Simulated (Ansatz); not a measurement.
Ansatz results at the PBE0-D4/def2-TZVP geometry: size of the dipole moment (B3LYP/def2-TZVPP) 1.45 D; HOMO energy (PBE0/def2-TZVPP) -8.22 eV; HOMO energy (PBE/def2-TZVPP) -6.72 eV.

Each molecule was computed in one conformer, which needn't be the lowest.

Question: Which molecule gave them?
A. `[OH][In]([SH])[Cl]`
B. `[CH3][In]([F])[I]`
C. `C[O][In]([Cl])[Cl]`
D. `C[N](C)[InH2]`

Answer: C. The others give `[OH][In]([SH])[Cl]`: 0.37, -8.10, -6.84; `C[N](C)[InH2]`: 0.20, -5.94, -4.83; `[CH3][In]([F])[I]`: 3.59, -7.71, -6.56.

B3LYP here is the variant with VWN-RPA as its local correlation; programs differ in this.
